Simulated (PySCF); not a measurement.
# Peak assignment

Cartesian coordinates in Å; atom numbers follow the order of the lines, from 1:
```xyz
37

Si    0.822   -0.098    0.055
C     0.911   -0.050    1.931
C     2.024   -0.283    2.638
H    -0.007    0.181    2.491
H     2.975   -0.518    2.146
H     2.042   -0.254    3.733
C     2.573   -0.093   -0.622
C     3.093   -1.050   -1.399
H     3.220    0.760   -0.371
H     2.517   -1.935   -1.694
H     4.119   -1.001   -1.783
C    -0.105    1.442   -0.530
C     0.565    2.763   -0.153
C    -0.190    4.014   -0.599
C    -1.557    4.189    0.045
H    -0.228    1.376   -1.627
H    -1.124    1.390   -0.108
H     0.712    2.801    0.942
H     1.578    2.792   -0.588
H     0.431    4.898   -0.373
H    -0.298    3.996   -1.698
H    -2.037    5.125   -0.280
H    -2.241    3.366   -0.212
H    -1.477    4.220    1.144
C    -0.080   -1.657   -0.509
C    -1.495   -1.805    0.048
C    -2.242   -3.048   -0.433
C    -1.607   -4.365   -0.012
H    -0.106   -1.666   -1.614
H     0.543   -2.519   -0.210
H    -1.456   -1.817    1.153
H    -2.091   -0.915   -0.219
H    -3.277   -3.007   -0.053
H    -2.324   -3.013   -1.535
H    -2.205   -5.225   -0.349
H    -0.596   -4.486   -0.432
H    -1.517   -4.430    1.085
```

- NMR shieldings at PBE0/pcSseg-1/GIAO
- coordinates at the PBE0-D3(BJ)/def2-SVP level
- program: PySCF 2.14.0 with density-fitted response routines
- non-relativistic, rapidly exchanging positions averaged, no solvent, single conformer

Scale: TMS for ¹³C, ¹H (reference shieldings calculated alike).

(1) Assign these signals to the numbered atoms. ¹³C{¹H} NMR (computed): δ 145.3, 144.4, 27.7, 26.6, 13.4, 11.8.

(2) Assign these signals to the numbered atoms. ¹H NMR (500 MHz, computed): δ 6.51 (t, 2H), 6.22 (d, 4H), 1.33 (m, 4H), 1.28 (m, 4H), 0.94 (t, 6H), 0.51 (t, 4H).

Results:

(1) 
| δ (ppm) | atoms | environment | reason |
| --- | --- | --- | --- |
| 145.3 | C2/C7 | carbon bonded to C, Si, H | – |
| 144.4 | C3/C8 | carbon bonded to C, 2 H | – |
| 27.7 | C14/C27 | carbon bonded to 2 C, 2 H | – |
| 26.6 | C13/C26 | carbon bonded to 2 C, 2 H | – |
| 13.4 | C15/C28 | carbon bonded to C, 3 H | – |
| 11.8 | C12/C25 | carbon bonded to C, Si, 2 H | – |

C2/C7 and C3/C8; C14/C27 and C13/C26; C15/C28 and C12/C25 lie closer than the usual error of such a calculation, so a measured spectrum could show them in the other order.

(2) 
6.51 → H4/H9, hydrogen on a carbon bonded to C, Si
6.22 → H5/H6/H10/H11, hydrogen on a carbon bonded to C
1.33 → H20/H21/H33/H34, hydrogen on a carbon bonded to 2 C
1.28 → H18/H19/H31/H32, hydrogen on a carbon bonded to 2 C
0.94 → H22/H23/H24/H35/H36/H37, hydrogen on a carbon bonded to C
0.51 → H16/H17/H29/H30, hydrogen on a carbon bonded to C, Si

H20/H21/H33/H34 and H18/H19/H31/H32 lie closer than the usual error of such a calculation, so a measured spectrum could show them in the other order.

Shifts are as computed. Against solution values, carbons near 30 ppm lie about +2 ppm off and those near 130 ppm about +5 ppm (rms about the fit 1.9 ppm; single classes can miss by 10 ppm). Of 1328 compounds with measured shifts, 309 miss one by over three times the rms of a fit or turn the order of signals round; such compounds aren't used in these exercises. Signals without a measured value on file couldn't be tested in this way; 1H shifts scatter by 0.2 ppm about their fit, and single ones miss by 0.5 ppm. No couplings were computed; multiplicities are counted from neighbouring protons, with m where these are inequivalent, close in shift, in a saturated or five-membered ring or joined by F or P, and br s for small geminal =CH2 splittings.
